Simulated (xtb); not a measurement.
C3H5BFNO, SMILES CN1C=C(F)B1O. All values are semi-empirical tight-binding results from xtb (GFN2-xTB unless named), good for trends rather than for accurate numbers. The structure is a stationary point at GFN2-xTB. The structure was generated by enumeration, and PubChem lists no compound with its InChIKey, so it may never have been made. The values are those of a single conformer.

| Property | Value |
|---|---|
| orbital gap | 2.57 eV |
| dipole moment | 4.59 D |
| zero-point energy | 52.0 kcal/mol |
| G − E(el) at 298.15 K (modified RRHO) | 31.9 kcal/mol |
| static polarisability (D4 model) | 59.0 bohr³ |
| solvation energy, GFN2-xTB/ALPB(water) | -7.6 kcal/mol |
| solvation energy, GFN2-xTB/ALPB(toluene) | -6.3 kcal/mol |

Computed IR lines (harmonic; lines under 4 % of the strongest left out, lines within 3 cm⁻¹ merged):
ν (cm⁻¹): 483 (w), 544 (w), 572 (w), 613 (s), 660 (w), 808 (w), 892 (s), 976 (s), 1110 (w), 1145 (w), 1207 (w), 1320 (s), 1408 (w), 1478 (w), 1484 (vs), 1497 (m), 1676 (w), 2867 (m), 2976 (w), 3006 (w), 3115 (w), 3590 (w) (against the strongest line: vs over 80 %, s over 45 %, m over 15 %, w over 4 %, vw less)
